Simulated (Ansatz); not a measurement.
The cluster Sr2O2⁺. Charge 1, multiplicity 2. Geometry relaxed at r2SCAN-D4/def2-TZVP.

```xyz
4

Sr    0.7348    0.4603   -1.6138
Sr   -0.7349   -0.4605    1.6137
O    -1.0197    0.5901   -0.2960
O     1.0198   -0.5899    0.2961
```

In the def2 sets Sr takes a core potential; there is no spin–orbit coupling. The relaxation made no stability test and no search for a lower SCF solution. The structure comes from a short search, and lower isomers may exist.

(1) Estimate the harmonic wavenumbers at UKS r2SCAN-D4/def2-TZVP (Ansatz, unscaled). Is this a minimum?

## Answers

(1) 137, 201, 266, 430, 452, 573 cm⁻¹. Yes, no mode is imaginary beyond noise. Zero-point energy 12.3 kJ/mol. It took 54 s on 4 threads of Arm Neoverse V2 on a shared host.
